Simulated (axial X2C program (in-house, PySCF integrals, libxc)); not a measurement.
LiRu⁺: cheaper levels and CCSD(T), 2c

Calculated with an axial X2C code built on PySCF integrals. Two-component (2c) means X2C with spin–orbit coupling and atomic mean-field two-electron Coulomb and Gaunt terms. Basis: Ru dyall-cv3z [12s12p8d5f3g], Li dyall-cv3z [7s8p2d] (cores contracted in-house); Gaussian nuclei, density fitting, unrestricted open shells. Masses: Ru 101.904 u, Li 7.016 u.

State: Ω = 4 (⟨Sz⟩ = 1.98, ⟨Lz⟩ = 2.02 at HF); fragments Ru + Li+.

```tsv
level	Re (Å)	ωe (cm⁻¹)
PBE0	2.789	259.1
HF	2.958	216.8
MP2	2.799	254.3
CCSD	2.820	253.1
PBE50	2.804	251.0
```

Correlated methods: 8 electrons correlated (number of frozen shells: Ru 4 s, 3 p, 1 d; Li 1 s), 266 virtual spin orbitals or spinors in MP2, 90 natural virtuals in coupled cluster.

CCSD(T), same Hamiltonian and basis:

Re = 2.811 Å, ωe = 258.2 cm⁻¹; T1 = 0.029 (Lee–Taylor normalisation).

(1) Give the differences from CCSD(T) in the columns below.

The state is one determinant whose occupation by symmetry is held fixed; it was picked as the lowest of a PBE0 search that is not exhaustive. De is not given where an atomic determinant may have missed its ground term or J level, or where the truncated virtual space spoils (T). Density functionals use the spin component along the axis (collinear). Coupled cluster ran in a truncated set of natural virtual spinors; the MP2 energy of the rest was added. (T) has no such correction and the atoms are truncated less, which lowers De at CCSD(T) by a hundredth of an eV or more. Other states lie close and PBE0, whose exact exchange favours high spin, may order them wrongly; the determinant shown need not be the ground state. The nearest other 2c determinant of the search, Ω = 2, lies 0.18 eV up at the distance of the search. Without a current term, density functionals place determinants with orbital angular momentum somewhat too high. With several unpaired electrons one determinant need not be a pure state. Open-shell Ω = 0 determinants with evenly filled partner blocks cannot be reached by this program, so the Ω shown need not be the lowest component.

Answers

(1) 

```csv
level,ΔRe (Å),Δωe (cm⁻¹)
PBE0,-0.022,0.9
HF,0.147,-41.4
MP2,-0.012,-3.9
CCSD,0.009,-5.1
PBE50,-0.007,-7.2
```
